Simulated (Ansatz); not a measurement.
Born–Oppenheimer molecular dynamics of C₂H₄AlClFN (10 atoms, charge 0, multiplicity 1). It starts from a relaxed structure.

These are results of RKS PBE-D4/STO-3G in Ansatz 0.2.0, not measurements.

```yaml
ensemble: NVE (velocity Verlet)
time_step: 0.5 fs
steps_asked: 459
starting_velocities_drawn_for: 500 K
seed: 443242
```

First frame:

```xyz
10
Properties=species:S:1:pos:R:3
N -0.848 -0.636 0.539
C 0.749 -0.256 0.485
F 1.565 -1.266 0.946
C 0.756 0.248 -1.030
Al -0.397 1.179 0.149
Cl -1.642 2.785 0.640
H -1.182 -1.393 -0.137
H -1.123 -0.961 1.508
H 0.482 -0.476 -1.825
H 1.722 0.724 -1.273
```

(1) How far do the bonds stretch over the last three quarters of this one trajectory? (Pairs bonded in most of those frames.)

Answers

(1) 
| bond | mean (Å) | spread (Å) | shortest | longest |
| --- | --- | --- | --- | --- |
| N1–C2 | 1.650 | 0.023 | 1.60 | 1.69 |
| N1–Al5 | 1.913 | 0.023 | 1.87 | 1.96 |
| N1–H7 | 1.069 | 0.013 | 1.05 | 1.09 |
| N1–H8 | 1.060 | 0.007 | 1.05 | 1.08 |
| C2–F3 | 1.378 | 0.015 | 1.35 | 1.42 |
| C2–C4 | 1.597 | 0.022 | 1.55 | 1.64 |
| C2–Al5 | 1.873 | 0.027 | 1.82 | 1.93 |
| C4–Al5 | 1.895 | 0.024 | 1.84 | 1.93 |
| C4–H9 | 1.114 | 0.033 | 1.03 | 1.20 |
| C4–H10 | 1.115 | 0.060 | 1.02 | 1.21 |
| Al5–Cl6 | 2.094 | 0.028 | 2.03 | 2.15 |

Mean temperature of the second half: 252 K. The conserved energy stayed within 0.48 meV per atom of its start (net change 0.25 meV per atom), so the integration is sound. The temperature averaged 0.50 of the 500 K drawn at the start: a run that starts near a minimum puts about half its kinetic energy into the potential. A run of 0.23 ps of so small a system gives no equilibrium averages. Limits of this set-up: minimal basis.

Run time: 16 min on 1 thread of Arm Neoverse V2 (shared host), peak memory 0.097 GiB.
